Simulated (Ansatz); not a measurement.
Reaction (ligand exchange at a Ge–N bond): `[NH2][Ge]([OH])([F])[Cl]` + H–F → `[OH][Ge]([F])([F])[Cl]` + NH₃

Computed with Ansatz on PBE0-D4/def2-TZVP structures; ΔE is electronic, products minus reactants. CBS: MP2 limit from def2 TZ/QZ plus the TZ coupled-cluster correction, frozen cores. This one scheme is used for every species. Functionals use def2-TZVPP. B3LYP here is the variant with VWN-RPA as its local correlation; programs differ in this. HSE06 is defined as in plane-wave codes. For Ge outer-core shells are correlated without core-valence functions, which leaves a few kJ/mol of doubt a bond. Scalar relativity is left out up to krypton. Each species was taken in one conformer, which may not be the lowest.

| level | ΔE (kcal/mol) | difference from CCSD(T)/CBS |
| --- | --- | --- |
| BLYP-D4 | -9.0 | -2.2 |
| r2SCAN-D4 | -9.4 | -2.6 |
| B97M-V | -11.4 | -4.6 |
| B3LYP-D4 | -8.6 | -1.8 |
| HSE06-D4 | -7.3 | -0.5 |
| BHLYP-D4 | -8.7 | -1.9 |
| ωB97M-V | -8.7 | -1.9 |
| B2PLYP | -9.3 | -2.5 |
| PBE0 | -8.1 | -1.3 |
| B3LYP | -10.0 | -3.2 |
| HSE06 | -8.1 | -1.3 |
| CAM-B3LYP | -9.9 | -3.1 |
| MP2/def2-TZVPP | -7.1 | -0.3 |
| CCSD/def2-TZVPP | -8.2 | -1.4 |
| CCSD(T)/def2-TZVPP | -7.9 | -1.1 |
| SCS-MP2/def2-QZVPP | -8.0 | -1.2 |
| CCSD(T)/CBS | -6.8 | 0 |

**Question.** What do rigid-rotor, harmonic-oscillator terms from PBE0-D4/def2-TZVP frequencies (298.15 K, 1 bar) make of the CCSD(T)/CBS value? (An estimate is asked.)

**Answer.** Computed: ΔZPE = +0.7 kcal/mol, ΔH = -6.3 kcal/mol, ΔS = 9 J/(mol·K), ΔG = -6.9 kcal/mol.

Largest T1 diagnostic among the species: 0.012.

At CCSD(T), def2-SVP lies −3.3 kcal/mol from the extrapolated value and def2-TZVPP −1.1 kcal/mol. The D4 term adds +1.4 kcal/mol with B3LYP and +0.8 kcal/mol with PBE0; it sums over pairs of atoms, weighted by their polarisabilities, and B3LYP, whose exchange is more repulsive, gets the larger term. Leaving LDA and LC-ωPBE aside and taking each functional with its dispersion term where it has one, the values spread over 4.1 kcal/mol, from B97M-V to HSE06-D4. LDA lies +2.4 kcal/mol from PBE without D4.

CCSD(T)/CBS has its own doubt, a few kJ/mol and more with outer-core shells, so smaller differences from it don't rank the levels.
